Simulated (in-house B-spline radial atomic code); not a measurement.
**Ionising Sn⁴⁺ with different functionals**

Computed with a B-spline radial code for spherical atoms: four-component Dirac-Coulomb Hamiltonian, Fermi nucleus of rms radius 4.6519 fm, spin-restricted, spherical fractional occupations for the functionals, and exact exchange of hybrids averaged over the configuration. The ionisation energy is the difference of two self-consistent energies, [Kr] 4d10 → [Kr] 4d9, without Breit or QED terms; ε is the level of the shell that loses the electron (mean over j). The electron is taken from both j subshells in proportion to 2j + 1, so the result is a j average, not the step between ground levels.

| method | rung | ΔSCF (eV) | -ε(4d) (eV) |
| --- | --- | --- | --- |
| BHandHLYP | global hybrid | ? | ? |
| PBE0 | global hybrid | ? | ? |
| CAM-B3LYP | range-separated hybrid | 76.96 | 71.85 |
| LC-wPBE | range-separated hybrid | 76.95 | 72.98 |

**Question.** What does PBE0 give?

**Answer.** ΔSCF 76.99 eV, and -ε(4d) = 70.41 eV.

**Question.** What does BHandHLYP give?

**Answer.** ΔSCF 76.78 eV, and -ε(4d) = 73.00 eV.

**Question.** Among the functionals, which spreads more, the ΔSCF values or the orbital energies?

**Answer.** The orbital energies: ΔSCF values span about 0.21 eV and the orbital energies 2.58 eV; here energy differences depend much less on the functional than eigenvalues do.

**Question.** How do they compare with the NIST value?

**Answer.** NIST lists 77.03 eV ± 0.04 (measured, ground level to ground level). Errors run from -0.25 to -0.04 eV; PBE0 is closest (-0.04 eV), though others lie within the uncertainty of it, and part of that can be cancellation, since the calculations leave out Breit-QED terms, spin polarisation, the choice among j levels, multiplet and fine-structure energies.
